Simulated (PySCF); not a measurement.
Compound: C₄H₅ClOSi.
Atom-mapped SMILES: `[O:1]=[C:2]1[CH:3]=[CH:4][Si@@H:5]([Cl:6])[CH2:7]1` (hydrogens: H8 on C3; H9 on C4; H10 on Si5; H11, H12 on C7)

A GFN2-xTB structure was refined with PySCF 2.14.0, PBE0-D3(BJ)/def2-SVP geometry optimisation, gas phase. Its GFN2-xTB values:

```
  coordinate  GFN2-xTB
       O1=C2   1.176 Å
       C2–C3   1.468 Å
       C2–C7   1.521 Å
       C3=C4   1.383 Å
       C3–H8   1.078 Å
      C4–Si5   1.895 Å
       C4–H9   1.058 Å
     Si5–Cl6   2.015 Å
      Si5–C7   1.888 Å
     Si5–H10   1.441 Å
      C7–H11   1.106 Å
      C7–H12   1.084 Å
    O1–C2–C3    124.2°
    O1–C2–C7    123.5°
    C2–C3–C4    117.6°
   C2–C7–Si5    106.4°
    C3–C2–C7    112.3°
  C4–Si5–Cl6    111.6°
   C4–Si5–C7     91.5°
  Cl6–Si5–C7    114.3°
 O1–C2–C3–C4     -165°
O1–C2–C7–Si5      161°
C2–C3–C4–Si5       -2°
C4–Si5–C7–C2       14°
```

Q: How do these coordinates change at the PBE0-D3(BJ)/def2-SVP level?

A: 
```csv
coordinate,PBE0-D3(BJ)/def2-SVP (Å or °),change
Si5–Cl6,2.071,+0.056
Si5–H10,1.487,+0.046
C3=C4,1.346,-0.037
C4–H9,1.094,+0.036
O1=C2,1.206,+0.030
C2–C3,1.495,+0.027
C4–Si5,1.869,-0.026
C3–H8,1.095,+0.017
C7–H12,1.099,+0.015
Si5–C7,1.878,-0.010
C2–C7,1.528,+0.007
C7–H11,1.104,-0.002
C4–Si5–C7,93.7,+2.2
C2–C7–Si5,104.5,-1.9
O1–C2–C3,123.0,-1.2
Cl6–Si5–C7,113.5,-0.8
C3–C2–C7,113.0,+0.7
O1–C2–C7,124.1,+0.6
C4–Si5–Cl6,112.0,+0.4
C2–C3–C4,117.7,+0.1
O1–C2–C7–Si5,166,+5
O1–C2–C3–C4,-170,-5
C4–Si5–C7–C2,11,-3
C2–C3–C4–Si5,0,+2
```

The energy falls by 5.0 kcal/mol over 8 energy and gradient evaluations, the largest force component goes from 0.0553 to 4.4e-04 Eh/bohr, and the atoms move by 0.064 Å rms after alignment. The bond that changes most is Si5–Cl6 (chlorine-bound silicon to silicon-bound chlorine), which lengthens by 0.056 Å. Bonds longer at the end by more than 0.005 Å: 8 of 12; shorter: 3. Rotational constants go from 4560, 1066, 944.3 to 4394, 1061, 940.8 MHz.

The run used 131 basis functions and 62 SCF cycles in all. Time: 64 s; peak memory 0.52 GiB. Hardware: one thread, Arm Neoverse V1 (aarch64), no GPU, shared host with 32 logical CPUs at a one-minute load of 32.

No PBE0-D3(BJ)/def2-SVP frequencies stand behind this structure, so it isn't proved a minimum. The numbers are those of one conformer.
